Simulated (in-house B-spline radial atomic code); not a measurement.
A fraction x of an electron is removed from 2p in P²⁺, starting from [Ne] 3s2 3p1 and keeping the highest spin. Computed with a radial B-spline atomic code at the basis-set limit: non-relativistic B97-1, spin-polarised, spherical fractional occupations, point nucleus.

Caution: exact exchange at fractional occupations of open shells leaves self-interaction of up to several eV.

```tsv
x	E(x) - E(0) (eV)	2p down level (eV)
0	0.0000	-153.169
0.05	7.6979	-154.750
0.23	36.0688	-160.497
0.35	55.5608	-164.375
0.49	?	?
0.5	80.5838	-169.275
0.62	?	?
0.69	113.3417	-175.560
0.87	145.4842	-181.592
0.96	161.9643	-184.636
1	169.3769	-185.994
```

Problem. What belongs in the row x = 0.49?

Solution. An energy change of 78.8927 eV; 2p down at -168.946 eV.

Problem. What belongs in the row x = 0.62?

Solution. An energy change of 101.1340 eV; 2p down at -173.234 eV.

Problem. Check Janak's theorem between x = 0.05 and 0.23.

Solution. The slope of the energy is 157.62 eV; the orbital levels give 157.62 eV (-ε of the emptying orbital, averaged over the two points).
